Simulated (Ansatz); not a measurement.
```yaml
crystal:
  periodic: [false, false, false]
  atoms:
    - {symbol: C, position_ang: [-0.521767, 2.689280, -0.429255]}
    - {symbol: In, position_ang: [0.108494, 0.651214, -0.568310]}
    - {symbol: S, position_ang: [-0.500012, -0.674306, 1.350109]}
    - {symbol: Si, position_ang: [0.314283, -2.548273, 0.760662]}
    - {symbol: H, position_ang: [0.348092, 3.347980, -0.445402]}
    - {symbol: H, position_ang: [-1.074943, 2.844801, 0.495921]}
    - {symbol: H, position_ang: [-1.157306, 2.942202, -1.279293]}
    - {symbol: H, position_ang: [0.962266, -0.211610, -1.783104]}
    - {symbol: H, position_ang: [2.086255, -2.423378, 0.860728]}
    - {symbol: H, position_ang: [1.786255, -2.473378, 0.560728]}
    - {symbol: H, position_ang: [-0.293605, -3.042037, -0.503834]}
basis:
  gaussian: {orbitals: x2c-TZVPPall}
hamiltonian: {xc: {name: BHLYP}, dispersion: d3bj}
output: {forces: true}
```

```sh
$ ansatz run in.yaml --threads 4 --pin off --events-out ev --progress --plain --max-ram 10444MiB
```

Shortened log:

```
Functional definition: BHLYP
2007 factors; their error is unknown
mean field evaluation 1: about -179928.5705 eV, gradient 4.7e1 eV
mean field evaluation 2: about -179928.5799 eV, gradient 4.6e1 eV
mean field evaluation 4: about -179933.8868 eV, gradient 1.7e0 eV
mean field evaluation 8: about -179933.9007 eV, gradient 9.7e-2 eV
mean field evaluation 16: about -179934.7610 eV, gradient 8.9e-4 eV
mean field -179934.76096501 eV, -6612.4805013026 hartree, gradient 4.4e-5 eV, S^2 0.000000; 0 other end points of the search recorded, 0 dependent functions left out
reference -179934.76117294 eV, -6612.4805089440 hartree; 46, 46 occupied and 227, 227 virtual orbitals, 2007 factors
Total energy: -179935.20585075 eV, -6612.4968505521 hartree
Relativity: scalar
Atom 0 at    -0.521767     2.689280    -0.429255 Å, force    -0.032726     0.462987    -0.071430 eV/Å
Atom 1 at     0.108494     0.651214    -0.568310 Å, force    -0.222967     0.170408    -0.040300 eV/Å
Atom 2 at    -0.500012    -0.674306     1.350109 Å, force     0.675253     0.297544    -0.797644 eV/Å
Atom 3 at     0.314283    -2.548273     0.760662 Å, force    -5.425213    -2.649953     3.700862 eV/Å
Atom 4 at     0.348092     3.347980    -0.445402 Å, force    -0.278353    -0.125824     0.005632 eV/Å
Atom 5 at    -1.074943     2.844801     0.495921 Å, force     0.167546    -0.062380    -0.272937 eV/Å
Atom 6 at    -1.157306     2.942202    -1.279293 Å, force     0.174982    -0.032862     0.247669 eV/Å
Atom 7 at     0.962266    -0.211610    -1.783104 Å, force     0.034771     0.017943     0.025339 eV/Å
Atom 8 at     2.086255    -2.423378     0.860728 Å, force    28.128047     5.053534    27.175339 eV/Å
Atom 9 at     1.786255    -2.473378     0.560728 Å, force   -24.193808    -4.053344   -28.906439 eV/Å
Atom 10 at    -0.293605    -3.042037    -0.503834 Å, force     0.972470     0.921947    -1.066089 eV/Å
Dipole moment:     0.472204     0.502239    -0.522163 e Å
```

In this input one atom was put on top of another. The run converged. The result belongs to that input, not to the molecule as meant.
